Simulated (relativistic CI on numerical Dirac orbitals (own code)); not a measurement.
# Mg IX: what numerical and physical settings do to a radial Dirac CI calculation

Reference input:

```
atom Mg  Z=12  charge=8  electrons=4
nucleus A=24  rms_radius_fm=3.0570
hamiltonian dirac-coulomb  breit=on  qed=on  c_scale=1
orbitals kli  potential=per-configuration
slater_scale 1
correlation none
mixing on
grid step=0.0125 r_max=11.4
scf mixing=0.4 start=green max_iterations=150 tolerance=2e-08 node_fill=0.05
configurations
  [He] 2s2
  [He] 2s 2p
  [He] 2p2
  [He] 2p 3s
  [He] 2p 3p
end
```

Computed lowest total energy -162.37061 Ha, first excitation 141630.1 cm⁻¹, 41 SCF steps. Runs with settings changed; * marks those that are bad on purpose (the QED terms keep the true α when c is scaled):

| Changed | Outcome | Lowest level | ΔE (Ha) | First excitation (cm⁻¹) | SCF steps | Message |
| --- | --- | --- | --- | --- | --- | --- |
| speed of light × 2, SCF tolerance 0.0001 | converged | 2s² ¹S0 | 0.212 | 140786.7 | 25 |  |
| start potential thomas-fermi | converged | 2s² ¹S0 | 2.17e-11 | 141630.1 | 41 |  |
| iteration limit 20, Slater scale 0.5, SCF mixing 0.9 | converged | 2s² ¹S0 | 0.1 | 137261.5 | 32 |  |
| SCF mixing 0.1, iteration limit 20 | converged | 2s² ¹S0 | 1.53e-12 | 141630.1 | 50 |  |
| grid step 0.6 * | refused |  |  |  | 0 | the grid has 28 points, outside 40 to 4096 |
| configuration list: overfill * | refused |  |  |  | 0 | configuration 2s3: a shell holds more than 4l+2 electrons |
